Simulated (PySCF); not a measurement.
# Radial density of La (lanthanum, neutral)

MN15, [Xe] 5d1 6s2, 2D determinant. All numbers are calculated (PySCF 2.14, scalar relativity by spin-free X2C-1e, in cc-pwCVTZ-X2C (12s11p9d7f4g1h, 186 functions)).

```
r (bohr)  4πr²ρ (e/bohr)  4πr²(ρα − ρβ)
  0.0272           67.45        -0.0005
  0.0458           73.06        -0.0003
  0.0770           97.98         0.0066
   0.130           73.16         0.0265
   0.218           83.93         0.0165
   0.366           38.26         0.0117
   0.616           34.39         0.0667
    1.04           13.00         0.0002
    1.74           6.349         0.3182
    2.93           1.490         0.3048
    4.93          0.5095         0.0794
    8.30         0.04189         0.0044
    14.0       9.023e-05         0.0000
```

Densities and radii are taken from the X2C orbitals without a picture-change correction, which distorts them close to the nucleus.

Spin-orbit coupling, absent here, splits the open shell strongly. ⟨S²⟩ = 0.83 against 0.75 shows spin contamination.
